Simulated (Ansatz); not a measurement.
`[OH][In]([OH])[F]` and `[OH][In]([F])[SH]` differ in one atom or group.

Ansatz, PBE0-D4/def2-TZVP geometries, multiplicity 1. Each molecule was computed in one conformer, which needn't be the lowest.

Elements past krypton have def2 core potentials.

```csv
property,`[OH][In]([OH])[F]`
HOMO energy (PBE0/def2-TZVPP) / eV,-9.07
LUMO energy (PBE/def2-TZVPP) / eV,-3.26
size of the dipole moment (PBE/def2-TZVPP) / D,2.05
size of the dipole moment (ωB97M-V/def2-TZVPP) / D,2.05
HOMO–LUMO gap (B3LYP/def2-TZVPP) / eV,6.09
HOMO energy (B3LYP/def2-TZVPP) / eV,-8.81
```

**Question.** Give the same properties after the change, and the shifts. (Best estimate.)

**Answer.** Ansatz gave: 
| property | `[OH][In]([F])[SH]` | shift |
| --- | --- | --- |
| HOMO energy (PBE0/def2-TZVPP) / eV | -8.20 | 0.87 |
| LUMO energy (PBE/def2-TZVPP) / eV | -3.05 | 0.21 |
| size of the dipole moment (PBE/def2-TZVPP) / D | 0.62 | -1.43 |
| size of the dipole moment (ωB97M-V/def2-TZVPP) / D | 0.66 | -1.39 |
| HOMO–LUMO gap (B3LYP/def2-TZVPP) / eV | 5.44 | -0.65 |
| HOMO energy (B3LYP/def2-TZVPP) / eV | -7.95 | 0.86 |

With PBE0 the HOMO rises by 0.87 eV and the LUMO rises by 0.16 eV, so the gap narrows by about 0.71 eV. PBE moves the HOMO by 0.44 eV and ωB97M-V by 1.15 eV. Dipoles are sizes alone; their direction can turn.

B3LYP here is the variant with VWN-RPA as its local correlation; programs differ in this.
